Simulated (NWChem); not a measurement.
# SiH$_{3}$SeBr; SMILES [SiH3][Se]Br

```xyz
6

Se     0.8263    -0.6238     0.0000
Br    -0.2080     1.5055     0.0000
Si    -1.1565    -1.8031     0.0000
H     -0.7063    -3.2391     0.0000
H     -1.9595    -1.5007    -1.2311
H     -1.9595    -1.5007     1.2311
```
Atoms are numbered in this order, from 1.

Coordinates come from a PBE-D3(BJ)/def2-SVP optimisation.

Symmetry labels are those of Cs in the frame above (b1 and b2, or b-type labels, depend on it).

Q: List the 4 lowest vertical singlet excitations from PBE/6-31G* (spherical d), full TDDFT (NWChem).

A: 
| state | energy (eV) | oscillator strength | symmetry | leading excitation (squared amplitude) |
|---|---|---|---|---|
| S1 | 2.38 | 0.000 | a" | HOMO → LUMO (1.00) |
| S2 | 3.57 | 0.003 | a' | HOMO−1 → LUMO (1.00) |
| S3 | 4.34 | 0.001 | a" | HOMO−2 → LUMO (0.99) |
| S4 | 4.55 | 0.003 | a" | HOMO → LUMO+1 (0.99) |
